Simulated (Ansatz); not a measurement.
```yaml
crystal:
  periodic: [false, false, false]
  atoms:
    - {symbol: C, position_ang: [0.066665, -1.143336, 1.042584]}
    - {symbol: C, position_ang: [0.602049, -0.552669, -0.252744]}
    - {symbol: Sn, position_ang: [-0.357016, 1.268120, -0.770253]}
    - {symbol: F, position_ang: [-2.234599, 1.099702, -1.021962]}
    - {symbol: F, position_ang: [0.256111, 2.100939, -2.364725]}
    - {symbol: F, position_ang: [-0.193116, 2.619625, 0.557857]}
    - {symbol: H, position_ang: [0.590794, -2.075878, 1.266509]}
    - {symbol: H, position_ang: [-0.998532, -1.371392, 0.976344]}
    - {symbol: H, position_ang: [0.214705, -0.470227, 1.888759]}
    - {symbol: H, position_ang: [0.452391, -1.215523, -1.106796]}
    - {symbol: H, position_ang: [1.666048, -0.316460, -0.195071]}
basis:
  gaussian: {orbitals: def2-SVPD, fitting: {mean_field: cc-pVTZ-jkfit}}
total_charge: 1
magnetization: {spin_polarized: true, initial_magnetization: 1}
hamiltonian: {xc: {name: r2SCAN50}, dispersion: d3bjatm}
accuracy: high
output: {forces: true}
```

```sh
$ ansatz run in.yaml --threads 4 --pin off --events-out ev --progress --plain --max-ram 11315MiB
```

(1) How does Ansatz answer? (Estimate.)

## Answers

(1) The calculation gave: The input was rejected before any iteration.
```
Functional definition: r2SCAN50
Error: <dir> the basis set cc-pVTZ-JKFIT has no functions for Sn
```
